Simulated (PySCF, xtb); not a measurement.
Si(H)(Br)(NH2)2 (BrH₅N₂Si), SMILES N[SiH](N)Br.

GFN2-xTB in xtb at its own geometry gives an orbital gap of 6.42 eV and a dipole moment of 5.88 D.

The structure is a stationary point at B3LYP-D3(BJ)/def2-SVP. This is a generated structure with no PubChem entry under its InChIKey; it may be hypothetical. The values are those of a single conformer.

### Question
What does CAM-B3LYP/def2-TZVP (PySCF) give? (An estimate is asked for; the answer gives what the named calculation found.)

### Answer
gap 10.67 eV (levels -9.07 and 1.60 eV), dipole 2.37 D.
